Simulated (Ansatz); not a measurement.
A structure relaxed at PBE-D4/def2-SVP in Ansatz, charge 0, singlet:

```xyz
5

Pb    0.951    0.119   -0.032
Pb   -2.684   -0.336    0.090
Se    3.388    0.428   -0.115
Se   -0.754   -1.146   -1.656
Se   -0.901    0.936    1.713
```

(1) Give its formula and point group.

(2) Summarise the bond lengths by kind (pairs closer than 1.2 times the sum of covalent radii, bridged metal pairs left out).

## Answers

(1) the cluster Pb2Se3. Point group C2v (tolerance 0.1 Å).

(2) 5 × Pb–Se 2.46 to 2.73 Å.

In the def2 sets Pb takes a core potential; there is no spin–orbit coupling. Another isomer (singlet) lies 1.58 eV lower at PBE0-D4/def2-TZVP; other spin states weren't run for this one.
